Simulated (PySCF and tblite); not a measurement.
Results of a calculation; reference values are marked as such.
Stationary points of C$_{5}$H$_{4}$N$_{2}$ at PBE0-D3(BJ)/def2-SVP, in Å:

Structure A

```
 1 C    -0.694   -1.420    2.471
 2 C    -0.426   -0.899    1.409
 3 C    -0.101   -0.270    0.177
 4 C     0.884    0.698   -0.074
 5 C     0.729    1.030   -1.414
 6 N    -0.203    0.248   -1.982
 7 N    -0.736   -0.583   -0.974
 8 H    -0.932   -1.888    3.408
 9 H     1.607    1.089    0.638
10 H     1.262    1.772   -2.008
11 H    -1.391    0.223   -1.652
```

Structure B

```
 1 C    -0.916   -0.049    0.500
 2 C    -0.581    0.568   -0.489
 3 C    -0.200    1.282   -1.651
 4 C     0.859    2.147   -1.906
 5 C     0.685    2.526   -3.251
 6 N    -0.386    1.951   -3.787
 7 N    -0.900    1.213   -2.819
 8 H    -1.208   -0.592    1.380
 9 H     1.634    2.446   -1.206
10 H     1.298    3.197   -3.850
11 H    -1.737    0.667   -2.984
```

Structure C

```
 1 C    -0.741   -0.050    0.777
 2 C    -0.568    0.489   -0.295
 3 C    -0.329    1.144   -1.538
 4 C     0.719    2.056   -1.840
 5 C     0.505    2.395   -3.158
 6 N    -0.595    1.706   -3.547
 7 N    -1.117    0.948   -2.598
 8 H    -0.904   -0.533    1.722
 9 H     1.506    2.402   -1.177
10 H     1.040    3.059   -3.833
11 H    -1.033    1.720   -4.459
```

The path came from a restrained scan, a climbing-image band and a saddle search at GFN2-xTB; energies are B3LYP/pcSseg-1 + D3(BJ)//PBE0-D3(BJ)/def2-SVP, thermal terms GFN2-xTB.

Question: Which structure is a saddle point, and along which motion?

Answer: A: one imaginary mode (1598i cm⁻¹ at GFN2-xTB, mostly on H11), along the shift of hydrogen on N6 from N6 to N7.

Question: Give their symmetry and energies above the lowest.

Answer: A C1, 52.6 kcal/mol; B Cs, 0.0 kcal/mol; C Cs, 1.3 kcal/mol.

Tunnelling of the moving H, left out here, will speed the real process. In real samples such hydrogens mostly exchange between molecules or through solvent, far faster than by this path.
